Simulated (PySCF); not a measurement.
Multinuclear NMR of C₇H₉NOSi

Mapped SMILES: `[O:1]=[CH:2][NH:3][C@:4]12[CH:5]=[CH:6][C@@:7]1([SiH3:8])[CH:9]=[CH:10]2`; H(Xn) means a hydrogen on atom n.

PySCF 2.14.0 with density-fitted response routines calculation with structure optimised with GFN2-xTB and NMR shieldings at PBE0/pcSseg-1/GIAO; one computed conformer, non-relativistic Hamiltonian, averaged over atoms made equivalent by symmetry, fast rotation or ring inversion, in vacuum.

Q: What are the $^{29}$Si shifts?

A: 
```json
{"atoms": "Si8", "environment": "silicon bonded to C, 3 H", "σ (ppm)": "439.3", "δ (ppm)": "-81.1"}
```

Shieldings were converted by a linear fit to measured shifts: $^{29}$Si: δ = 279.94 − 0.822σ (rms 8.9 ppm, 72 shifts, 25.8 ppm with the 6 outliers that the fit left out vs TMS, solution or neat liquid). Occasional misses reach two or three times the rms, and more in compound classes unlike the fitted ones.

On a 500 MHz spectrometer $^{29}$Si resonates near 99.3 MHz, so 1 ppm is 99.3 Hz.

Q: Predict the $^{15}$N NMR data.

A: 
```tsv
atoms	environment	σ (ppm)	δ (ppm)
N3	amide-type nitrogen	125.2	-263.4
```

Shieldings were converted by a linear fit to measured shifts: $^{15}$N (scatter 6.3 ppm rms vs CH3NO2, solution or neat liquid). A few per cent of atoms miss by over 2 rms, more outside the fitted compound classes.

On a 300 MHz spectrometer $^{15}$N resonates near 30.4 MHz, so 1 ppm is 30.4 Hz.

Q: Predict the $^{17}$O NMR data.

A: 
```json
{"atoms": "O1", "environment": "amide-type carbonyl oxygen", "σ (ppm)": "-65.1", "δ (ppm)": "326.0"}
```

Shieldings were converted by a linear fit to measured shifts: $^{17}$O (scatter 10.7 ppm rms, 12.2 ppm with the 3 outliers that the fit left out vs liquid water, solution or neat liquid). Occasional misses reach two or three times the rms, and more in compound classes unlike the fitted ones.

On a 300 MHz spectrometer $^{17}$O resonates near 40.7 MHz, so 1 ppm is 40.7 Hz.

Hydrogen bonding in solution shields acid and N–H amide carbonyl oxygens by tens of ppm.
